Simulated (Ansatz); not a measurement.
Series GeCl3X: binding per atom (eV) at several levels, gas phase, relaxed structures; Ansatz. Core potentials for I in the def2 sets, no spin–orbit coupling. Binding counts from free atoms in the multiplicity of their measured ground term, without zero-point energy. The structures are stationary points that may keep the symmetry of their start.

```
                  species    state            geometry  PBE-D4/def2-SVP  r2SCAN-D4/def2-TZVP  PBE0-D4/def2-SVP  PBE0-D4/def2-TZVP
          GeFCl3 (GeCl3F)  singlet    PBE0-D4/def2-SVP             3.26                 3.22              3.14               3.17
                   GeICl3  singlet    PBE0-D4/def2-SVP             2.77                 2.75              2.70               2.72
                   GeHCl3  singlet    PBE0-D4/def2-SVP             2.87                 2.87              2.81               2.84
      Ge(OH)Cl3 (GeCl3OH)  singlet    PBE0-D4/def2-SVP             3.33                 3.30              3.23               3.25
       GeMeCl3 (CH3Cl3Ge)  singlet  r2SCAN-D4/def2-SVP             3.49                 3.46              3.45               3.45
  Ge(SiH3)Cl3 (SiGeH3Cl3)  singlet     PBE-D4/def2-SVP             2.96                 2.97              2.92               2.93
 Ge(vinyl)Cl3 (C2H3Cl3Ge)  singlet    PBE0-D4/def2-SVP             3.86                 3.77              3.79               3.77
 GeCl3(OiPr) (C3H7Cl3GeO)  singlet  r2SCAN-D4/def2-SVP             3.96                 3.87              3.89               3.86
Ge(NMeEt)Cl3 (C3H8Cl3GeN)  singlet     PBE-D4/def2-SVP             3.87                 3.76              3.80               3.77
```

**Question.** Estimate the column for PBE-D4/def2-TZVP.

**Answer.** GeFCl3 (GeCl3F) 3.26; GeICl3 2.78; GeHCl3 2.87; Ge(OH)Cl3 (GeCl3OH) 3.34; GeMeCl3 (CH3Cl3Ge) 3.49; Ge(SiH3)Cl3 (SiGeH3Cl3) 2.96; Ge(vinyl)Cl3 (C2H3Cl3Ge) 3.84; GeCl3(OiPr) (C3H7Cl3GeO) 3.92; Ge(NMeEt)Cl3 (C3H8Cl3GeN) 3.83.
